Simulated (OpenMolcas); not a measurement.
# How basis sets differ on C2HBF2 (SMILES C#CB(F)F)

The species is C2HBF2 (6 atoms), meant as a singlet with charge 0. SMILES: `C#CB(F)F`. The coordinates come from a PBE0-D4/def2-TZVP relaxation.

Each level gives the dipole moment (D). The values are calculated.

```tsv
level	kind	program	value (D)	CPU time
HF/ANO-R0 (sfX2C)	Hartree–Fock	OpenMolcas	1.19	4 s
HF/STO-3G	Hartree–Fock	OpenMolcas	0.90	1.5 s
HF/3-21G	Hartree–Fock	OpenMolcas	2.50	1.8 s
HF/ANO-XS-VDZ (DKH2)	Hartree–Fock	OpenMolcas	2.73	3 s
HF/def2-SVPD	Hartree–Fock	OpenMolcas	2.25	15 s
```

The values span 0.90 to 2.73 D. Magnitudes only. Sets without polarisation functions give poor dipoles. CPU times are rough (shared hosts, several kinds of processor and program).
